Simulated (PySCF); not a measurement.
B₂Cl₄, SMILES ClB(Cl)B(Cl)Cl (connectivity only; charge and spin as stated), charge +1, multiplicity 2.

Geometry: PBE0-D3(BJ)/def2-SVP. The multiplicity is an assumed one; no other spin state was optimised. The values are those of a single conformer.

Level of theory: PBE/def2-TZVP run with PySCF.

Isolated molecule, no solvent.

Computed frontier levels, dipole moment and polarisability:
| Item | Result |
|---|---|
| α spin, highest occupied and lowest empty level | -12.17 and -8.14 eV |
| β spin, highest occupied and lowest empty level | -13.57 and -11.40 eV |
| dipole moment about the centre of nuclear charge | 0.00 D |
| mean static polarisability | 84.8 bohr³ (12.57 Å³) |
| polarisability, principal values | 77.9, 77.9, 98.7 bohr³ |
| ⟨S²⟩ | 0.751 (pure state 0.75) |
